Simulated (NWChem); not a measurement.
System: C₂H₄BFO₂; SMILES CC(OBF)=O

Here is an NWChem input.

```
start job
memory heap 200 mb stack 900 mb global 1100 mb
geometry units angstroms noautosym nocenter noautoz
  B      0.508852    -1.550523    -0.319467
  F     -0.520464    -2.030425     0.345362
  H      1.281546    -2.293325    -0.865463
  O      0.764244    -0.210114    -0.352196
  C     -0.123093     0.792507    -0.046000
  C      0.588200     1.994635     0.489547
  O     -1.295087     0.688122    -0.238451
  H     -0.130832     2.798805     0.679221
  H      1.351259     2.324546    -0.230591
  H      1.116018     1.730018     1.418096
end
basis spherical
  B library def2-svp
  F library def2-svp
  H library def2-svp
  O library def2-svp
  C library def2-svp
end
dft
  xc hfexch
  iterations 150
end
property
  efieldgrad
end
task dft property
```

Structure relaxed at the PBE0/def2-SVP level.

Vzz is the largest principal value of the second derivative of the potential at the nucleus (NWChem prints the opposite sign); η is the asymmetry. Non-relativistic.

Atoms are numbered as in the input.

Task: Give the results of this calculation. (Hartree-Fock/def2-SVP.) Quantities: Vzz B1 (a.u.); η B1; Vzz O4 (a.u.); η O4; Vzz O7 (a.u.); η O7.

Result: 
```json
{
  "Vzz B1 (a.u.)": "0.382",
  "η B1": "0.52",
  "Vzz O4 (a.u.)": "1.406",
  "η O4": "0.15",
  "Vzz O7 (a.u.)": "-1.838",
  "η O7": "0.32"
}
```
